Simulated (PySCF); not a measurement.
Ta³⁺ (tantalum, charge +3) across methods

[Xe] 4f14 5d2, high-spin 3F determinant. Calculation: PySCF 2.14, in def2-TZVPPD with the def2 core potential (60 electrons) (6s5p3d2f1g, 59 functions); scalar relativity through the core potential.

```json
{"method": "r2SCANh", "E (hartree)": "-55.1409", "mean ε 5p α (eV)": "-68.140", "mean ε 5p β (eV)": "-66.295", "mean ε 5d α (eV)": "-30.972", "Σ⟨r²⟩ (bohr²)": "22.15", "⟨S²⟩": "2.001"}
{"method": "TPSSh", "E (hartree)": "-55.1290", "mean ε 5p α (eV)": "-67.407", "mean ε 5p β (eV)": "-65.788", "mean ε 5d α (eV)": "-30.776", "Σ⟨r²⟩ (bohr²)": "22.17", "⟨S²⟩": "2.001"}
{"method": "LDA", "E (hartree)": "-54.9450", "mean ε 5p α (eV)": "-66.013", "mean ε 5p β (eV)": "-64.680", "mean ε 5d α (eV)": "-29.992", "Σ⟨r²⟩ (bohr²)": "22.42", "⟨S²⟩": "2.000"}
{"method": "BLYP", "E (hartree)": "-55.1068", "mean ε 5p α (eV)": "-66.019", "mean ε 5p β (eV)": "-64.702", "mean ε 5d α (eV)": "-30.006", "Σ⟨r²⟩ (bohr²)": "22.29", "⟨S²⟩": "2.000"}
{"method": "UHF", "E (hartree)": "-54.71562", "mean ε 5p α (eV)": "-75.858", "mean ε 5p β (eV)": "-72.358", "mean ε 5d α (eV)": "-35.406", "Σ⟨r²⟩ (bohr²)": "22.20", "⟨S²⟩": "2.004"}
{"method": "TPSS", "E (hartree)": "-55.1352", "mean ε 5p α (eV)": "-66.356", "mean ε 5p β (eV)": "-64.927", "mean ε 5d α (eV)": "-30.186", "Σ⟨r²⟩ (bohr²)": "22.19", "⟨S²⟩": "2.001"}
{"method": "PBE0", "E (hartree)": "-55.1186", "mean ε 5p α (eV)": "-68.807", "mean ε 5p β (eV)": "-66.971", "mean ε 5d α (eV)": "-31.624", "Σ⟨r²⟩ (bohr²)": "22.19", "⟨S²⟩": "2.001"}
{"method": "r2SCAN", "E (hartree)": "-55.1542", "mean ε 5p α (eV)": "-67.221", "mean ε 5p β (eV)": "-65.525", "mean ε 5d α (eV)": "-30.403", "Σ⟨r²⟩ (bohr²)": "22.16", "⟨S²⟩": "2.001"}
```

Question: Estimate the same row for PBE.

Answer: E (hartree) = -55.1340; mean ε 5p α (eV) = -66.126; mean ε 5p β (eV) = -64.768; mean ε 5d α (eV) = -30.133; Σ⟨r²⟩ (bohr²) = 22.25; ⟨S²⟩ = 2.001.

Energies and moments cover only the electrons outside the core potential. Spin-orbit coupling, absent here, splits the open shell strongly.
